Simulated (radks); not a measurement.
Values are calculated unless marked as measured or tabulated.
Spherical quantum dot in the effective-mass picture: electrons in a well V = -V0 / (1 + exp((r - R)/a)) with V0 = 8.28, R = 7.52, a = 0.8, with a point charge +2 (a donor) at the centre, all in effective atomic units (hartree* = m*/eps^2 hartree, bohr* = eps/m* bohr), one dielectric constant everywhere. Level of theory: non-relativistic Kohn-Sham, PBEsol, spin-polarised, spherical densities (a radial shooting solver with Libxc functionals). Levels are named by radial order and angular momentum (1s, 1p, 1d, 2s, ...), and open shells are averaged over m.

N = 19, configuration 1s2 1p6 1d(up 5, down 4) 2s2. This is the lowest configuration that the search found. Occupied and some empty levels:

level,occupation,eigenvalue (hartree*),<r> (bohr*)
1s up,1,-4.9207,1.121
1s down,1,-4.9205,1.113
2s up,1,-4.6688,4.262
2s down,1,-4.6620,4.265
1p up,3,-4.6300,4.430
1p down,3,-4.6230,4.426
1d up,5,-4.5156,4.643
1d down,4,-4.5083,4.642
1f up,0,-4.3647,4.818
1f down,0,-4.3573,4.817
1g up,0,-4.1812,4.971
1g down,0,-4.1738,4.972
2p up,0,-4.1292,3.574
2p down,0,-4.1251,3.569

Energy (hartree*): total -125.054, kinetic 7.2752, external -166.25, Hartree 39.046, exchange-correlation -5.1255.
